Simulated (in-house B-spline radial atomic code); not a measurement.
The numbers below are computed, except where a source is named.
**Stopping and range of 10 keV He in InSb**

The pair potential comes from two frozen, spherical free-atom densities (PBE, B-spline radial code, scalar-relativistic past argon): electrostatics plus the change in Thomas-Fermi kinetic and Dirac exchange energy where they overlap, the recipe behind the universal ZBL potential, which averages such potentials (from solid-state densities) over many pairs. It is written V = (Z1 Z2 e²/r) φ(r/a), with e² = 14.3996 eV·Å and a = 0.46850 Å/(Z1^0.23 + Z2^0.23); ZBL's fit is φ = 0.18175 e^(−3.1998x) + 0.50986 e^(−0.94229x) + 0.28022 e^(−0.4029x) + 0.02817 e^(−0.20162x). Where φ falls below 4e-4 it is continued as an exponential.

The target is taken as amorphous, with density 5.77 g/cm³ (NSM archive of the Ioffe Institute); channelling is ignored. Masses: He 4.0, In 114.82, Sb 121.76 u. Nuclear stopping is S_n = 4π a Z1 Z2 e² M1/(M1 + M2) × s_n(ε), with s_n integrated over impact parameters for each pair. Electronic stopping is Lindhard and Scharff's S_e = Z1^(1/6) 8π e² a0 Z1 Z2/(Z1^(2/3) + Z2^(2/3))^(3/2) × v/v0, with a0 = 0.529177 Å and v = v0 at 24.801 keV/u; it misses the oscillations with Z1 seen in experiment, which reach tens of per cent. Compounds add by atom fraction.

```
target atom    a (Å)  ε at this energy  s_n, this pair  s_n, ZBL potential
         In  0.12940            0.8861          0.3065              0.3192
         Sb  0.12860            0.8477          0.3082              0.3217
```

What are the atom density and the stopping powers at entry?

N = 5.77 × 0.602214/118.29 = 0.02938 atoms/Å³. For In: S_n = 77.25 × 0.3065 = 23.68 eV·Å², S_e = 1.1538 × √10000 = 115.4 eV·Å². For Sb: S_n = 75.49 × 0.3082 = 23.27 eV·Å², S_e = 1.1587 × √10000 = 115.9 eV·Å². Averaged over the target's atoms (half each) and times N × 10 Å/nm, the ion loses N S_n = 6.9 eV/nm to recoils and N S_e = 34 eV/nm to electrons; the nuclear share is 17 %.

Along the track:

```
E (keV)  N S_n (eV/nm)  N S_e (eV/nm)
    0.5           5.99           7.59
    1.5           7.44           13.2
      3            7.7           18.6
      5           7.55             24
    7.5           7.22           29.4
     10            6.9             34
```

Estimate the path length and the projected range.

With continuous slowing down the path is the integral of dE/(N (S_n + S_e)). Trapezoids over the table give 334 nm, and the stretch below the first row, with stopping taken as √E, adds 2E/(N S) = 74 nm: 408 nm in all, against 389 nm on a fine grid from 5 eV. Deflections shorten the depth: to first order in the energy passed on, N (S_n + S_e) dR_p/dE = 1 − N S_n (M2/M1) R_p/(2E), summed over the target's atoms, and integrating this on the fine grid gives R_p = 69.9 nm, 0.18 of the path. Lindhard's rule of thumb R/(1 + M2/3M1), with mean M2/M1 = 29.57, gives 35.8 nm; it assumes that nuclear stopping leads, so it comes too short here. On the ZBL potential the same equation gives 67.8 nm, and the full integral equation, which keeps hard collisions, 68.7 nm.
